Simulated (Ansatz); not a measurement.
Consider the ligand exchange at the Si–S bond: `CS[Si]O` + `CNC` → `CN(C)[Si]O` + CH₃SH.

Computed with Ansatz on PBE0-D4/def2-TZVP structures; ΔE is electronic, products minus reactants. CBS: MP2 limit from def2 TZ/QZ plus the TZ coupled-cluster correction, frozen cores. This one scheme is used for every species. Functionals use def2-TZVPP. B3LYP here is the variant with VWN-RPA as its local correlation; programs differ in this. One conformer a species, not always the lowest.

```tsv
level	ΔE (kJ/mol)
B3LYP-D4	-3.1
r2SCAN	2.4
```

Question: What does CCSD(T)/CBS give? (Estimate.)

Answer: Ansatz gave: -2.9 kJ/mol. The listed levels differ from it by -0.2, 5.3 kJ/mol.

Largest T1 diagnostic among the species: 0.014.

In def2-TZVPP, CCSD(T) changes the Hartree–Fock value by −6.0 kJ/mol (the triples alone add +0.5 kJ/mol) and MP2 by −5.4 kJ/mol. The D4 term adds −3.8 kJ/mol with B3LYP and −2.2 kJ/mol with PBE0; it sums over pairs of atoms, weighted by their polarisabilities, and B3LYP, whose exchange is more repulsive, gets the larger term.
